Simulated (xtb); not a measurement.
Harmonic IR lines of one isomer of C₁₀H₉ClSi, unscaled. Computed with GFN2-xTB run with xtb.

wavenumber (cm⁻¹): 460 (vw), 560 (w), 569 (w), 615 (w), 754 (s), 761 (w), 818 (m), 824 (s), 832 (w), 966 (w), 1146 (w), 1312 (w), 1501 (vw), 1578 (w), 2261 (s), 2275 (vs), 3078 (w), 3091 (m), 3099 (vw), 3123 (w)

### Question
Say which structure gives these lines.
(A) `[SiH3]c1c(Cl)ccc2ccccc12`
(B) `[SiH3]c1cccc2ccc(Cl)cc12`
(C) `[SiH3]c1ccc2cccc(Cl)c2c1`
(D) `[SiH3]c1cccc2c(Cl)cccc12`

### Answer
A, `[SiH3]c1c(Cl)ccc2ccccc12`
